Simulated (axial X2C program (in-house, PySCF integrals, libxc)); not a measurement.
**Levels of KAu⁺ by electron attachment to KAu²⁺ (EOM-EA-CCSD)**

Computed with an axial X2C code built on PySCF integrals: two-component X2C with atomic mean-field Coulomb and Gaunt terms, Gaussian nuclei, basis Au dyall-acv3z, K dyall-acv3z with contracted cores.

R = 3.420 Å (near the PBE0 minimum at charge 1 of the determinant lowest at the starting distance; the state shown can have its own minimum elsewhere).

Hartree–Fock spinors of KAu²⁺ (one of each Kramers pair; a window near the gap, which can cut inner shells):

| ω | occupied | ε (eV) | character |
| --- | --- | --- | --- |
| 1/2 | yes | -26.08 | 100% Au d |
| 3/2 | yes | -26.04 | 100% Au d |
| 1/2 | yes | -24.35 | 99% Au d |
| 3/2 | yes | -24.33 | 100% Au d |
| 5/2 | yes | -24.30 | 100% Au d |
| 1/2 | no | -11.64 | 71% Au s, 12% K p, 8% K s |
| 1/2 | no | -7.68 | 62% Au p, 23% K s, 5% Au s |
| 1/2 | no | -7.31 | 63% Au p, 13% K p, 11% K d |
| 3/2 | no | -7.13 | 65% Au p, 20% K p, 14% K d |
| 1/2 | no | -6.07 | 35% K s, 24% Au p, 20% K p |
| 1/2 | no | -5.18 | 66% K p, 15% Au p, 14% Au d |

Levels of KAu⁺ obtained by attaching an electron to KAu²⁺:

| Ω | binding energy (eV) | above lowest (cm⁻¹) | attached spinor | one-particle weight |
| --- | --- | --- | --- | --- |
| 1/2 | 13.137 | 0 | 74% Au sσ, 11% K pσ, 8% K dσ | 0.97 |
| 1/2 | 8.455 | 37767 | 52% Au pσ, 18% K sσ, 17% Au pπ | 0.94 |
| 1/2 | 7.944 | 41887 | 54% Au pπ, 13% Au pσ, 10% K dπ | 0.91 |

This point took 25 s on 1 thread of Arm Neoverse V1, with other jobs on the host.

Reference electrons by ω block (each with its −ω partner): 1/2: 28, 3/2: 14, 5/2: 5, 7/2: 1. 18 electrons of KAu²⁺ correlated (inner shells frozen), 84 natural virtual spinors (a truncated set); levels can be off by some tenths of an eV. Roots sought by Ω: (1/2: 5, 3/2: 4, 5/2: 2, 7/2: 1); the list ends where they run out and leaves out roots under 60 % one-particle weight. The solver can skip a root, and states that need a further excitation, which the method places far too high, are missing though they may lie low or lowest. T1 of the reference 0.007 (Lee–Taylor). The reference was not checked to be the lowest state of its species. Number of frozen shells: Au 5 s, 4 p, 2 d, 1 f; K 2 s, 1 p.
